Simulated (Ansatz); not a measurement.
Input for Ansatz (a quantum-chemistry and plane-wave program): R-RI-MP2/def2-QZVPP on CH6AlAs (SMILES [CH3][AlH][AsH2]), a point of a torsion scan. Files ending in .json are basis or fitting sets from the Basis Set Exchange. The run froze 20 orbitals, filled d shells among them.

Ansatz 0.2 input:
```yaml
crystal:
  periodic: [false, false, false]
  atoms:
    - {symbol: C, position_ang: [-1.39127863, 0.05319750, -0.33235396]}
    - {symbol: Al, position_ang: [-0.00313748, -0.46204364, 0.99960889]}
    - {symbol: As, position_ang: [2.04641578, -1.61649003, 0.46658946]}
    - {symbol: H, position_ang: [-2.24085014, -0.64180485, -0.34963415]}
    - {symbol: H, position_ang: [-1.82049089, 1.03777124, -0.10847929]}
    - {symbol: H, position_ang: [-1.01494924, 0.10109817, -1.36384639]}
    - {symbol: H, position_ang: [-0.35889114, -0.04187098, 2.46215757]}
    - {symbol: H, position_ang: [1.08729639, -2.41554760, -0.40120042]}
    - {symbol: H, position_ang: [2.07538870, -0.56430488, -0.63033764]}
basis:
  gaussian:
    orbitals: def2-QZVPP.json
    fitting: {mean_field: def2-universal-JKFIT, correlation: def2-QZVPP-RIFIT.json}
magnetization: {spin_polarized: false}
correlation: {method: mp2, electrons: outside_noble_gas}
scf: {lower_state_search: off}
```

Q: Predict the final total energy.

A: -2517.9931 hartree.

Q: How many basis functions does it have, and what does it roughly cost on one machine?

A: 396 functions; roughly 6 core-seconds.
